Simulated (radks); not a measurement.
Neutral terbium, 65 electrons, occupied as [Xe] 4f9 6s2 (the NIST ground configuration).

All-electron calculation, non-relativistic Kohn-Sham, LB94 model potential, spin-polarised, spherical densities, point nucleus; open shells are filled with parallel spins first (spin-orbit coupling, left out, can overturn this in heavy ions); relativity is left out, which matters for an element this heavy. Program: a radial shooting solver on a logarithmic mesh with Libxc functionals.

Energy parts (eV):
kinetic: 306279.63
electron-nucleus: -727048.29
Hartree: 121901.14
(The LB94 potential has no energy functional, so no total or exchange-correlation energy is given.)

Orbitals (lengths in bohr, moments of r in powers of bohr; r(90%) holds 90 % of the orbital's charge):
orbital  occ.  eigenvalue (eV)   <1/r>      <r>  r(90%)      <r^2>
1s up       1        -48789.60   64.50  0.02331  0.0414  0.0007262
1s down     1        -48789.60   64.50  0.02331  0.0414  0.0007262
2s up       1        -7806.737   15.01  0.09910   0.152    0.01152
2s down     1        -7806.810   15.01  0.09911   0.152    0.01152
2p up       3        -7439.722   15.05  0.08398   0.136   0.008552
2p down     3        -7439.768   15.05  0.08398   0.136   0.008552
3s up       1        -1731.795   5.668   0.2554   0.372    0.07426
3s down     1        -1731.755   5.671   0.2553   0.372    0.07419
3p up       3        -1565.907   5.616   0.2451   0.365    0.06938
3p down     3        -1565.892   5.618   0.2450   0.365    0.06931
3d up       5        -1255.790   5.524   0.2171   0.337    0.05522
3d down     5        -1255.844   5.526   0.2170   0.337    0.05516
4s up       1        -338.0308   2.405   0.5786   0.830     0.3774
4s down     1        -334.8642   2.403   0.5788   0.831     0.3777
4p up       3        -273.0436   2.314   0.5919   0.860     0.3980
4p down     3        -269.8999   2.312   0.5921   0.860     0.3983
4d up       5        -156.8609   2.111   0.6256   0.939     0.4537
4d down     5        -153.7693   2.110   0.6258   0.940     0.4541
4f up       7         -14.7226   1.593   0.8243    1.41     0.8900
4f down     2         -11.9374   1.582   0.8383    1.45     0.9347
5s up       1         -47.2794  0.9307    1.412    2.04      2.246
5s down     1         -45.0265  0.9193    1.429    2.07      2.303
5p up       3         -29.9084  0.8164    1.595    2.34      2.891
5p down     3         -28.0264  0.8004    1.625    2.39      3.005
6s up       1          -6.3255  0.3135    4.066    6.05      18.86
6s down     1          -6.0732  0.3065    4.161    6.20      19.77

The highest occupied level is 6s down at -6.073 eV. The electron density at the nucleus is 1.957e+05 e/bohr^3. Summed over all electrons, <r^2> = 77.85 bohr^2, which gives a Langevin (diamagnetic) susceptibility term of -61.7 x 10^-6 cm^3/mol. Spin moment in Bohr magnetons: 5.
